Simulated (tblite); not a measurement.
Record of a relaxation.

C5H4NO (doublet state).
Bonds: C1–C2 (double), C2–C3, C3–C4 (aromatic), C4–N5 (aromatic), N5–C6 (aromatic), C6–O7 (aromatic), C3–O7 (aromatic). Hydrogens: H8, H9 on C1; H10 on C4; H11 on C6.
Bond orders are those of one Lewis drawing.

Computed with GFN2-xTB (tblite), gas phase: L-BFGS steps from a force-field or distance-geometry start until the largest atomic force falls under 0.01 eV/Å. 14 of its 27 geometries are shown.

Step 0: E = -533.7849 eV, largest atomic force 4.229 eV/Å
```
atom  x, y, z in Å  |  force x, y, z in eV/Å
C1     -2.521   -0.501   -0.084    0.358   0.037   0.160
C2     -1.264   -0.228   -0.051    2.796   0.720   0.154
C3      0.132    0.047    0.007   -4.071  -1.112  -0.274
C4      0.845    1.219    0.089    1.260   0.820   0.242
N5      2.188    0.918    0.109   -1.195  -1.305  -0.243
C6      2.208   -0.394    0.009    0.262   0.391   0.090
O7      0.993   -0.993   -0.056    1.066   0.247   0.055
H8     -3.043   -0.555   -1.027   -0.258  -0.040   0.029
H9     -3.079   -0.691    0.830   -0.107   0.014  -0.211
H10     0.477    2.226    0.165    0.113  -0.155  -0.029
H11     3.072   -1.046   -0.018   -0.223   0.382   0.026
```

Step 2: E = -533.9837 eV, largest atomic force 1.219 eV/Å
```
atom  x, y, z in Å  |  force x, y, z in eV/Å
C1     -2.496   -0.496   -0.081   -0.786  -0.186  -0.060
C2     -1.246   -0.221   -0.049    1.181   0.289   0.081
C3      0.080    0.033    0.003    0.095   0.057  -0.061
C4      0.863    1.227    0.093   -0.541  -0.331   0.057
N5      2.164    0.901    0.105   -0.022   0.070  -0.054
C6      2.211   -0.393    0.011   -0.186  -0.095   0.013
O7      1.010   -0.990   -0.055   -0.229  -0.096  -0.002
H8     -3.047   -0.555   -1.025    0.096   0.024   0.341
H9     -3.080   -0.690    0.825    0.145   0.085  -0.324
H10     0.480    2.225    0.164    0.175  -0.006  -0.009
H11     3.068   -1.037   -0.018    0.072   0.189   0.019
```

Step 4: E = -534.0032 eV, largest atomic force 0.269 eV/Å
```
atom  x, y, z in Å  |  force x, y, z in eV/Å
C1     -2.497   -0.497   -0.082    0.264   0.052  -0.002
C2     -1.236   -0.217   -0.047   -0.119   0.008   0.027
C3      0.084    0.033    0.001    0.002  -0.108  -0.034
C4      0.851    1.221    0.095   -0.036  -0.006   0.043
N5      2.160    0.900    0.103   -0.168  -0.028  -0.031
C6      2.206   -0.394    0.011   -0.054  -0.055   0.001
O7      1.005   -0.993   -0.055   -0.048  -0.098  -0.005
H8     -3.046   -0.555   -1.016    0.007   0.019   0.090
H9     -3.077   -0.688    0.817    0.046   0.044  -0.098
H10     0.485    2.224    0.164    0.093  -0.010  -0.007
H11     3.070   -1.031   -0.017    0.014   0.181   0.016
```

Step 6: E = -534.0091 eV, largest atomic force 0.106 eV/Å
```
atom  x, y, z in Å  |  force x, y, z in eV/Å
C1     -2.488   -0.495   -0.083   -0.033   0.002  -0.005
C2     -1.232   -0.214   -0.044   -0.030  -0.017   0.005
C3      0.084    0.027   -0.002   -0.006  -0.047   0.013
C4      0.844    1.217    0.098    0.015  -0.004  -0.011
N5      2.150    0.897    0.101    0.015   0.013   0.015
C6      2.200   -0.396    0.012    0.008  -0.061  -0.016
O7      1.001   -1.000   -0.055    0.008  -0.058  -0.009
H8     -3.045   -0.553   -1.008   -0.009   0.025  -0.057
H9     -3.073   -0.684    0.808    0.000   0.022   0.056
H10     0.492    2.224    0.163    0.003   0.023  -0.001
H11     3.072   -1.018   -0.016    0.029   0.102   0.009
```

Step 8: E = -534.0104 eV, largest atomic force 0.074 eV/Å
```
atom  x, y, z in Å  |  force x, y, z in eV/Å
C1     -2.489   -0.495   -0.083   -0.074  -0.002   0.000
C2     -1.234   -0.215   -0.043    0.063  -0.020  -0.002
C3      0.085    0.022   -0.001   -0.055   0.014   0.008
C4      0.844    1.216    0.098   -0.045  -0.026  -0.007
N5      2.148    0.895    0.101    0.011  -0.004   0.004
C6      2.198   -0.398    0.011    0.036  -0.016  -0.003
O7      1.001   -1.006   -0.056    0.015   0.033  -0.001
H8     -3.045   -0.551   -1.011   -0.003   0.023  -0.022
H9     -3.072   -0.681    0.810   -0.008   0.021   0.025
H10     0.494    2.225    0.163    0.001  -0.044  -0.004
H11     3.076   -1.009   -0.015    0.058   0.020   0.002
```

Step 10: E = -534.0112 eV, largest atomic force 0.050 eV/Å
```
atom  x, y, z in Å  |  force x, y, z in eV/Å
C1     -2.493   -0.494   -0.083    0.014   0.018   0.006
C2     -1.235   -0.218   -0.043   -0.017  -0.036  -0.009
C3      0.083    0.019   -0.001   -0.002  -0.006  -0.008
C4      0.842    1.213    0.098   -0.018  -0.010   0.008
N5      2.147    0.893    0.101   -0.020   0.012  -0.008
C6      2.198   -0.400    0.010    0.028   0.022   0.009
O7      1.002   -1.008   -0.056    0.011   0.028   0.003
H8     -3.046   -0.548   -1.014   -0.004   0.019   0.025
H9     -3.072   -0.678    0.814   -0.015   0.021  -0.021
H10     0.495    2.223    0.163   -0.012  -0.048  -0.004
H11     3.083   -1.001   -0.014    0.035  -0.020  -0.003
```

Step 12: E = -534.0117 eV, largest atomic force 0.056 eV/Å
```
atom  x, y, z in Å  |  force x, y, z in eV/Å
C1     -2.495   -0.492   -0.083    0.029   0.018   0.005
C2     -1.236   -0.222   -0.043   -0.013  -0.024  -0.006
C3      0.082    0.017   -0.001    0.037  -0.041  -0.011
C4      0.840    1.210    0.098    0.007   0.006   0.007
N5      2.146    0.894    0.101    0.001   0.021  -0.004
C6      2.201   -0.399    0.010    0.007   0.020   0.006
O7      1.003   -1.008   -0.057    0.028  -0.027   0.002
H8     -3.046   -0.544   -1.014   -0.015   0.015   0.025
H9     -3.073   -0.675    0.814   -0.024   0.018  -0.021
H10     0.495    2.219    0.162   -0.037   0.001   0.000
H11     3.089   -0.997   -0.014   -0.020  -0.006  -0.003
```

Step 14: E = -534.0126 eV, largest atomic force 0.086 eV/Å
```
atom  x, y, z in Å  |  force x, y, z in eV/Å
C1     -2.497   -0.488   -0.082   -0.005   0.000  -0.002
C2     -1.235   -0.232   -0.045    0.064   0.003   0.007
C3      0.083    0.009   -0.002    0.046  -0.048   0.003
C4      0.836    1.205    0.099    0.007   0.015  -0.014
N5      2.143    0.896    0.101    0.038   0.007   0.013
C6      2.206   -0.397    0.011   -0.015  -0.009  -0.009
O7      1.010   -1.010   -0.056    0.049  -0.071  -0.001
H8     -3.049   -0.536   -1.012   -0.026   0.015  -0.010
H9     -3.078   -0.666    0.813   -0.020   0.015   0.009
H10     0.489    2.212    0.162   -0.066   0.047   0.005
H11     3.098   -0.991   -0.014   -0.072   0.026  -0.001
```

Step 16: E = -534.0144 eV, largest atomic force 0.081 eV/Å
```
atom  x, y, z in Å  |  force x, y, z in eV/Å
C1     -2.499   -0.477   -0.081   -0.003  -0.017  -0.012
C2     -1.231   -0.254   -0.047    0.076   0.016   0.022
C3      0.088   -0.011   -0.004    0.018  -0.007   0.025
C4      0.828    1.194    0.099   -0.007   0.011  -0.039
N5      2.138    0.901    0.100    0.028  -0.019   0.029
C6      2.216   -0.391    0.012   -0.027  -0.030  -0.023
O7      1.027   -1.019   -0.057    0.020  -0.038  -0.003
H8     -3.058   -0.517   -1.007    0.001   0.019  -0.036
H9     -3.090   -0.646    0.811    0.030   0.019   0.029
H10     0.472    2.199    0.160   -0.075   0.019   0.005
H11     3.114   -0.977   -0.013   -0.060   0.027   0.002
```

Step 18: E = -534.0152 eV, largest atomic force 0.059 eV/Å
```
atom  x, y, z in Å  |  force x, y, z in eV/Å
C1     -2.498   -0.474   -0.081    0.016  -0.009  -0.008
C2     -1.228   -0.261   -0.046   -0.002   0.001   0.014
C3      0.091   -0.019   -0.004   -0.013   0.017   0.010
C4      0.826    1.191    0.098   -0.009  -0.002  -0.014
N5      2.137    0.902    0.101   -0.017  -0.006   0.006
C6      2.218   -0.390    0.011   -0.006  -0.003  -0.005
O7      1.034   -1.024   -0.057   -0.029   0.019  -0.001
H8     -3.060   -0.510   -1.007    0.036   0.018  -0.009
H9     -3.092   -0.638    0.811    0.055   0.020   0.007
H10     0.463    2.195    0.160   -0.043  -0.040  -0.001
H11     3.116   -0.971   -0.013    0.011  -0.015   0.000
```

Step 20: E = -534.0159 eV, largest atomic force 0.064 eV/Å
```
atom  x, y, z in Å  |  force x, y, z in eV/Å
C1     -2.497   -0.473   -0.082    0.028   0.013   0.004
C2     -1.225   -0.265   -0.045   -0.064  -0.004  -0.004
C3      0.093   -0.023   -0.002   -0.011   0.003  -0.019
C4      0.824    1.190    0.095   -0.003  -0.009   0.027
N5      2.135    0.902    0.103   -0.030   0.009  -0.027
C6      2.218   -0.390    0.010    0.009   0.018   0.018
O7      1.036   -1.027   -0.057   -0.025   0.025   0.002
H8     -3.058   -0.503   -1.008    0.042   0.008   0.008
H9     -3.089   -0.631    0.813    0.036   0.007  -0.004
H10     0.451    2.190    0.160   -0.012  -0.040  -0.004
H11     3.118   -0.968   -0.013    0.030  -0.029  -0.001
```

Step 22: E = -534.0164 eV, largest atomic force 0.030 eV/Å
```
atom  x, y, z in Å  |  force x, y, z in eV/Å
C1     -2.496   -0.470   -0.082    0.001   0.019   0.009
C2     -1.223   -0.273   -0.044   -0.022   0.009  -0.012
C3      0.094   -0.030   -0.003    0.003  -0.013  -0.020
C4      0.819    1.185    0.095   -0.004  -0.006   0.029
N5      2.132    0.903    0.102   -0.007   0.007  -0.025
C6      2.221   -0.388    0.011    0.002   0.007   0.013
O7      1.040   -1.030   -0.057    0.008  -0.007   0.002
H8     -3.057   -0.493   -1.008    0.022  -0.003  -0.006
H9     -3.086   -0.620    0.814    0.002  -0.008   0.011
H10     0.437    2.181    0.159    0.000  -0.001  -0.002
H11     3.124   -0.963   -0.013   -0.005  -0.004   0.001
```

Step 24: E = -534.0166 eV, largest atomic force 0.021 eV/Å
```
atom  x, y, z in Å  |  force x, y, z in eV/Å
C1     -2.496   -0.468   -0.081   -0.012   0.009   0.004
C2     -1.223   -0.275   -0.044    0.018   0.008  -0.006
C3      0.094   -0.034   -0.004    0.002  -0.006   0.000
C4      0.817    1.183    0.096   -0.005  -0.002   0.002
N5      2.131    0.904    0.101    0.004   0.000  -0.001
C6      2.222   -0.387    0.011   -0.003  -0.003  -0.003
O7      1.042   -1.031   -0.057    0.008  -0.009   0.001
H8     -3.055   -0.490   -1.008    0.007  -0.003  -0.009
H9     -3.086   -0.617    0.814   -0.004  -0.007   0.011
H10     0.433    2.178    0.159   -0.002   0.006   0.000
H11     3.126   -0.961   -0.013   -0.012   0.005   0.001
```

Step 26: E = -534.0166 eV, largest atomic force 0.005 eV/Å
```
atom  x, y, z in Å  |  force x, y, z in eV/Å
C1     -2.496   -0.467   -0.081   -0.001   0.004   0.002
C2     -1.223   -0.275   -0.045    0.004   0.000  -0.003
C3      0.094   -0.034   -0.004   -0.001   0.000   0.005
C4      0.817    1.183    0.096   -0.001   0.000  -0.005
N5      2.130    0.904    0.101   -0.001  -0.001   0.004
C6      2.222   -0.387    0.011   -0.001   0.000  -0.005
O7      1.042   -1.031   -0.057   -0.001   0.000   0.000
H8     -3.054   -0.490   -1.009    0.003  -0.001   0.000
H9     -3.086   -0.618    0.815   -0.001  -0.002   0.000
H10     0.433    2.178    0.159    0.000  -0.001   0.000
H11     3.125   -0.962   -0.013    0.000   0.000   0.001
```

Task: Summarise the path.

Result: The energy falls by 22.36 kJ/mol from step 0 to step 26; nine tenths of that is first reached at step 3. It falls at every step. The largest force goes from 4.229 to 0.005 eV/Å. Among the bonds C2–C3 changes most, from 1.425 to 1.340 Å; the atoms move by 0.066 Å rms after alignment.

Task: Follow the three bonds and two angles with the largest change from start to end.

Result: 
```
step  E above end (kJ/mol)  largest force (eV/Å)  C2–C3 (Å)  C3–C4 (Å)  C4–N5 (Å)  C2–C3–O7 (°)  C4–C3–O7 (°)
   0                 22.36                 4.229      1.425      1.375      1.377         118.3         109.2
   1                  7.39                 2.712      1.323      1.439      1.349         121.5         104.3
   2                  3.17                 1.219      1.351      1.431      1.342         121.3         104.6
   3                  1.87                 0.277      1.349      1.419      1.347         120.9         105.2
   5                  0.79                 0.168      1.339      1.415      1.345         121.2         105.7
   6                  0.72                 0.106      1.340      1.416      1.344         121.2         105.8
   7                  0.65                 0.095      1.340      1.417      1.343         121.3         105.9
   8                  0.60                 0.074      1.340      1.418      1.343         121.4         105.9
   9                  0.56                 0.057      1.340      1.418      1.344         121.4         105.9
  10                  0.52                 0.050      1.340      1.418      1.344         121.5         105.8
  11                  0.50                 0.043      1.340      1.417      1.344         121.5         105.8
  12                  0.48                 0.056      1.340      1.417      1.343         121.5         105.7
  14                  0.38                 0.086      1.340      1.417      1.342         121.8         105.6
  15                  0.30                 0.097      1.341      1.418      1.342         122.1         105.5
  16                  0.21                 0.081      1.341      1.419      1.342         122.4         105.5
  17                  0.16                 0.063      1.342      1.419      1.343         122.6         105.6
  18                  0.13                 0.059      1.341      1.419      1.343         122.6         105.7
  19                  0.10                 0.055      1.341      1.419      1.343         122.6         105.8
  20                  0.07                 0.064      1.340      1.419      1.343         122.7         105.8
  21                  0.03                 0.056      1.340      1.419      1.343         122.8         105.8
  23                  0.01                 0.018      1.340      1.418      1.342         123.0         105.8
  24                  0.00                 0.021      1.340      1.418      1.342         123.0         105.8
  25                  0.00                 0.015      1.340      1.418      1.342         123.1         105.8
  26                  0.00                 0.005      1.340      1.418      1.342         123.1         105.8
```

What follows is the cost of the whole relaxation. Hardware: one thread, Intel Xeon 6975P-C (x86_64) (shared host). Cost: 0.1 s wall.
